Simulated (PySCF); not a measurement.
ClH4NO2Si. Atoms are numbered in the order given.

```xyz
9

N      1.7907    -0.3043    -0.1573
Si     0.1232    -0.0229    -0.3382
O     -0.2374     1.3786    -1.1319
O     -0.6258    -1.2068    -1.2004
Cl    -0.6168     0.0676     1.5935
H      2.1316    -0.7294     0.6962
H      2.3545    -0.5584    -0.9605
H      0.1231     2.1847    -0.7510
H     -1.4781    -0.9697    -1.5792
```

Geometry optimised at PBE0-D3(BJ)/def2-SVP. This is a generated structure with no PubChem entry under its InChIKey; it may be hypothetical. The values are those of a single conformer.

Method: PBE0/pcSseg-1 in PySCF.

GIAO shieldings, no solvent; atoms listed in one row are averaged. δ = σ(ref) − σ: ¹⁵N against NH3 (σ = 267.4 ppm); ²⁹Si against TMS (σ = 352.7 ppm); ¹⁷O against H2O (σ = 334.2 ppm); ³⁵Cl against HCl (σ = 945.9 ppm); ¹H against TMS (σ = 31.56 ppm), references at their B3LYP-D3(BJ)/def2-TZVP geometries, non-relativistic (without spin–orbit terms, shifts of atoms bonded to Cl or Br come out too high).

Computed chemical shifts:
```json
[
 {"nucleus": "¹⁵N", "atoms": "N1", "count": "1", "δ (ppm)": "33.6"},
 {"nucleus": "²⁹Si", "atoms": "Si2", "count": "1", "δ (ppm)": "-36.0"},
 {"nucleus": "¹⁷O", "atoms": "O3", "count": "1", "δ (ppm)": "73.8"},
 {"nucleus": "¹⁷O", "atoms": "O4", "count": "1", "δ (ppm)": "66.2"},
 {"nucleus": "³⁵Cl", "atoms": "Cl5", "count": "1", "δ (ppm)": "46.6"},
 {"nucleus": "¹H", "atoms": "H9", "count": "1", "δ (ppm)": "2.46"},
 {"nucleus": "¹H", "atoms": "H8", "count": "1", "δ (ppm)": "2.15"},
 {"nucleus": "¹H", "atoms": "H6", "count": "1", "δ (ppm)": "1.31"},
 {"nucleus": "¹H", "atoms": "H7", "count": "1", "δ (ppm)": "1.13"}
]
```
